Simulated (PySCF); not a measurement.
Si(CF3)(F)3 (CF6Si), SMILES FC(F)(F)[Si](F)(F)F. Atoms are numbered in the order given.

```xyz
8

F      1.0865     0.6273     1.5590
C      0.0000     0.0000     1.0786
F     -1.0865     0.6273     1.5590
F      0.0000    -1.2546     1.5590
Si     0.0000     0.0000    -0.8321
F      0.0000     1.5044    -1.3673
F      1.3029    -0.7522    -1.3673
F     -1.3029    -0.7522    -1.3673
```

Geometry: B3LYP-D3(BJ)/def2-SVP.

Two levels are set side by side: PBE/pcSseg-1 (PySCF) and HF/pcSseg-1 (PySCF). GIAO shifts against CFCl3 (¹⁹F), TMS (²⁹Si), TMS (¹³C) at the same level; non-relativistic, no solvent, atoms listed together averaged. Differences are taken from unrounded values.

```tsv
quantity	PBE
δ(¹⁹F) of F1, F3, F4 (ppm)	-93.8
δ(¹³C) of C2 (ppm)	135.9
δ(²⁹Si) of Si5 (ppm)	-82.5
δ(¹⁹F) of F6, F7, F8 (ppm)	-175.8
```

**Question.** These are the PBE values. What does HF give? (The exact figures need the calculation; the answer reports its results.)

**Answer.** 
```json
[
 {"quantity": "δ(¹⁹F) of F1, F3, F4 (ppm)", "HF": "-58.1", "PBE minus HF": "-35.8"},
 {"quantity": "δ(¹³C) of C2 (ppm)", "HF": "112.7", "PBE minus HF": "23.2"},
 {"quantity": "δ(²⁹Si) of Si5 (ppm)", "HF": "-92.0", "PBE minus HF": "9.5"},
 {"quantity": "δ(¹⁹F) of F6, F7, F8 (ppm)", "HF": "-126.0", "PBE minus HF": "-49.8"}
]
```

Rough cost on one machine, each run with all the roots and properties that it gave: HF against PBE within a factor of 2.
